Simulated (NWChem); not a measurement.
Molecule: TiH$_{2}$Cl$_{2}$; SMILES [Cl][TiH2][Cl]

All runs: NWChem. Medium grid unless said otherwise, to which SCAN and Minnesota functionals are sensitive. Coordinates come from a B3LYP/6-31G* (spherical d) optimisation. Total energies of different functionals are on different scales.

```csv
level,energy (Ha),highest occupied level (eV),orbital gap (eV),dipole (D)
MPW1K/def2-TZVP,-1771.2320,-10.57,7.95,0.45
M06-2X/def2-TZVP,-1771.0923,?,?,?
B97-D/def2-TZVP,-1771.4485,-7.86,3.20,0.04
```

**Question.** Complete the blanks.

**Answer.** 
- M06-2X/def2-TZVP, highest occupied level (eV): -10.87
- M06-2X/def2-TZVP, orbital gap (eV): 8.65
- M06-2X/def2-TZVP, dipole (D): 0.55
